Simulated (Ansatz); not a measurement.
Total energies of Si20H29, a nanocrystal with a defect cut from the lattice of silicon (one cap removed) from Ansatz at PBE0-D4/def2-SVP, gas phase (1 Eh = 27.2114 eV = 2625.5 kJ/mol). The reference geometry is relaxed at PBE-D4/def2-SVP.

| atom | x (Å) | y (Å) | z (Å) |
| --- | --- | --- | --- |
| Si1 | 2.117 | 1.999 | -0.308 |
| Si2 | -1.080 | 3.890 | 0.918 |
| Si3 | -0.085 | 0.113 | -2.876 |
| Si4 | -3.176 | 2.094 | -1.523 |
| Si5 | 1.423 | 1.748 | 3.521 |
| Si6 | 2.200 | -1.875 | -0.463 |
| Si7 | 1.503 | -1.957 | 3.374 |
| Si8 | -0.903 | -0.054 | 0.872 |
| Si9 | -3.083 | -2.101 | -1.691 |
| Si10 | -0.908 | -3.994 | 0.604 |
| Si11 | 0.851 | 3.984 | -0.430 |
| Si12 | 3.056 | 2.110 | 1.851 |
| Si13 | 0.845 | 0.046 | -0.704 |
| Si14 | -2.256 | 1.867 | 0.636 |
| Si15 | -1.537 | 1.940 | -3.212 |
| Si16 | -1.455 | -1.744 | -3.358 |
| Si17 | 0.105 | -0.116 | 2.991 |
| Si18 | 3.147 | -2.117 | 1.683 |
| Si19 | 1.023 | -3.898 | -0.745 |
| Si20 | -2.171 | -2.008 | 0.482 |
| H21 | 3.229 | 2.066 | -1.329 |
| H22 | -0.704 | 4.119 | 2.356 |
| H23 | -2.010 | 5.004 | 0.502 |
| H24 | 1.029 | 0.179 | -3.896 |
| H25 | -3.811 | 3.462 | -1.591 |
| H26 | -4.254 | 1.076 | -1.775 |
| H27 | 0.599 | 2.993 | 3.703 |
| H28 | 2.121 | 1.451 | 4.825 |
| H29 | 3.314 | -1.813 | -1.483 |
| H30 | 2.191 | -1.735 | 4.699 |
| H31 | 0.734 | -3.247 | 3.457 |
| H32 | -4.204 | -1.113 | -1.862 |
| H33 | -3.660 | -3.485 | -1.869 |
| H34 | -0.520 | -4.319 | 2.021 |
| H35 | -1.790 | -5.112 | 0.102 |
| H36 | 1.732 | 5.104 | 0.070 |
| H37 | 0.461 | 4.308 | -1.847 |
| H38 | 3.650 | 3.490 | 2.016 |
| H39 | 4.165 | 1.110 | 2.027 |
| H40 | -3.381 | 1.807 | 1.644 |
| H41 | -0.780 | 3.237 | -3.299 |
| H42 | -2.231 | 1.722 | -4.534 |
| H43 | -2.160 | -1.452 | -4.661 |
| H44 | -0.642 | -2.995 | -3.547 |
| H45 | 4.211 | -1.086 | 1.939 |
| H46 | 3.799 | -3.478 | 1.739 |
| H47 | 1.952 | -5.014 | -0.333 |
| H48 | 0.644 | -4.126 | -2.182 |
| H49 | -3.296 | -2.077 | 1.488 |

```json
{"state": "charge 0 doublet", "geometry": "reference", "energy (Eh)": "-5803.33334"}
{"state": "charge 1 singlet", "geometry": "reference", "energy (Eh)": "-5803.07026"}
{"state": "charge -1 singlet", "geometry": "reference", "energy (Eh)": "-5803.42157"}
{"state": "free Si atom (triplet)", "geometry": "–", "energy (Eh)": "-289.15194"}
{"state": "free H atom (doublet)", "geometry": "–", "energy (Eh)": "-0.50029"}
```

Single mean-field runs in def2-SVP are fitted with def2-universal-jkfit.

Q: Work out the vertical ionisation energy to the singlet.

A: E(charge 1 singlet) − E(charge 0 doublet) = -5803.07026 − (-5803.33334) = 0.26308 Eh = 7.16 eV. For comparison, −ε of the highest occupied level of the spin that leaves is 6.00 eV at this level, 1.16 eV less.

Q: Work out the vertical electron affinity, to the singlet.

A: E(charge 0 doublet) − E(charge -1 singlet) = -5803.33334 − (-5803.42157) = 0.08823 Eh = 2.40 eV. The basis lacks diffuse functions, which makes affinities too small.

Q: Give the fundamental gap IE − EA, the Mulliken electronegativity (IE + EA)/2 and the hardness (IE − EA)/2.

A: From the values in Eh: IE − EA = 0.26308 − 0.08823 = 0.17485 Eh = 4.76 eV; (IE + EA)/2 = 4.78 eV; (IE − EA)/2 = 2.38 eV.

Q: What is the binding energy per atom against free atoms?

A: Atoms: 20 × (-289.15194) + 29 × (-0.50029) = -5797.54721 Eh. Binding: -5797.54721 − (-5803.33334) = 5.78613 Eh = 157.45 eV, or 3.21 eV for each of 49 atoms (no zero-point energy, no counterpoise term).
